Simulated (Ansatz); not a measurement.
`[F][InH][F]` → F• + `[F][InH]`• at 700 K and 1 bar (homolysis of the F–In bond).

Isolated molecules relaxed with PBE0-D4/def2-TZVP in Ansatz; ΔE leaves out vibrations. CCSD(T)/CBS is the MP2 limit (def2-TZVPP, def2-QZVPP) plus CCSD(T) − MP2 in def2-TZVPP, frozen cores. This one scheme is used for every species, atoms too. No spin–orbit coupling; open shells (•) take unrestricted orbitals. Spin–orbit coupling would lower the free atoms: a little for F. Elements past krypton have def2 core potentials. For In outer-core shells are correlated without core-valence functions, so the limit isn't a true one: a few kJ/mol of doubt a bond, and 10 to 20 or more in all where bonds break to atoms.

| species | CCSD(T)/CBS energy (Eh) | H − E (kJ/mol) | S (J/(mol·K)) |
| --- | --- | --- | --- |
| `[F][InH][F]` | -390.04654 | 66.6 | 350.4 |
| F• | -99.66871 | 14.6 | 178.2 |
| `[F][InH]`• | -290.19270 | 45.8 | 310.8 |

H − E and S are ideal-gas, rigid-rotor, harmonic terms from PBE0-D4/def2-TZVP, with the whole ground term of open shells counted as degenerate. 1 Eh = 2625.50 kJ/mol, R = 8.31446 J/(mol·K).

Task: By hand: ΔE, ΔH, ΔS and ΔG.

Result: ΔE = (-99.66871) + (-290.19270) − (-390.04654) = 0.18513 Eh = 486.1 kJ/mol. Δ(H − E) = 14.6 + 45.8 − 66.6 = -6.2, so ΔH = 479.9 kJ/mol. ΔS = 178.2 + 310.8 − 350.4 = 138.6 J/(mol·K). ΔG = 479.9 − 700 × (138.6)/1000 = 382.9 kJ/mol.

Task: By hand: the equilibrium constant, and the temperature at which ΔG would vanish if ΔH and ΔS stayed fixed.

Result: log₁₀ K = −ΔG/(RT ln 10) = -28.6. ΔG = 0 at ΔH/ΔS = 3462 K, far beyond where these terms or the molecules hold.

The number of gas molecules changes by +1, which sets the sign of ΔS. A doubt of 5 kJ/mol in ΔE shifts log₁₀ K by 0.4 here. These are equilibria of isolated gas molecules and say nothing of rates. Largest T1 diagnostic: 0.021 (customary marks: 0.02 for closed shells, 0.045 for open ones).
